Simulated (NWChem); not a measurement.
System: C2H5FOSi; SMILES C=CO[SiH2]F

```xyz
10

C      0.4552    -2.7075     0.0000
C     -0.2776    -1.5958     0.0000
O      0.2708    -0.3585     0.0000
Si    -0.4626     1.1284     0.0000
F      0.7427     2.1979     0.0000
H      1.5464    -2.6621     0.0000
H     -0.0374    -3.6801     0.0000
H     -1.3755    -1.6395     0.0000
H     -1.2649     1.3212    -1.2353
H     -1.2649     1.3212     1.2353
```
Atoms are numbered in this order, from 1.

This is a stationary point of PBE0/def2-SVP (NWChem), point group Cs. 

### Question
Is it a minimum? If not, what does it relax to?

### Answer
No. It has an imaginary frequency of 78i cm⁻¹. Following that mode (on a finer grid) lowers the energy by 2.3 kcal/mol and ends, with real frequencies alone, at point group C1:
```xyz
10

C      0.3765    -2.7425     0.0336
C     -0.2134    -1.5802    -0.2342
O     -0.0274    -0.4714     0.5258
Si    -0.5260     1.0748     0.1986
F      0.5321     1.8026    -0.7861
H      1.0554    -2.8477     0.8824
H      0.1818    -3.6065    -0.6022
H     -0.8977    -1.4632    -1.0863
H     -1.8312     1.0407    -0.5117
H     -0.5356     1.7954     1.4886
```
